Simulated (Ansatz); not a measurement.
Two isomers of CH6FGeNSi: A = `F[SiH]1C[NH][GeH2]1`, B = `N[Si@H]1[GeH2][C@@H]1F`.

Isolated molecules relaxed with PBE0-D4/def2-TZVP in Ansatz; ΔE leaves out vibrations. CCSD(T)/CBS is the MP2 limit (def2-TZVPP, def2-QZVPP) plus CCSD(T) − MP2 in def2-TZVPP, frozen cores. Functionals use def2-TZVPP. B3LYP here is the variant with VWN-RPA as its local correlation; programs differ in this. For Ge outer-core shells are correlated without core-valence functions, which leaves a few kJ/mol of doubt a bond. Scalar relativity is left out up to krypton. Each species was taken in one conformer, which may not be the lowest.

(1) Which is lower in electronic energy at CCSD(T)/CBS, and by how much? (Best estimate.)

(2) Give E(B) − E(A) in kJ/mol with B2PLYP, PBE-D4, B3LYP, B3LYP-D4, ωB97M-V, CCSD(T)/def2-TZVPP, r2SCAN-D4. (Estimate.)

Largest T1 diagnostic: 0.013.

Results:

(1) The calculation gave: A, by 203.9 kJ/mol.

(2) Ansatz gave: B2PLYP 202.0, PBE-D4 181.1, B3LYP 192.6, B3LYP-D4 195.5, ωB97M-V 200.9, CCSD(T)/def2-TZVPP 206.2, r2SCAN-D4 190.0. None reverses the order clearly.

In def2-TZVPP, CCSD(T) changes the Hartree–Fock value by −15.8 kJ/mol (the triples alone add −3.9 kJ/mol) and MP2 by −7.4 kJ/mol. From PBE to PBE0 (25 % exact exchange), in def2-TZVPP and without D4, E(B) − E(A) moves by +13.1 kJ/mol.
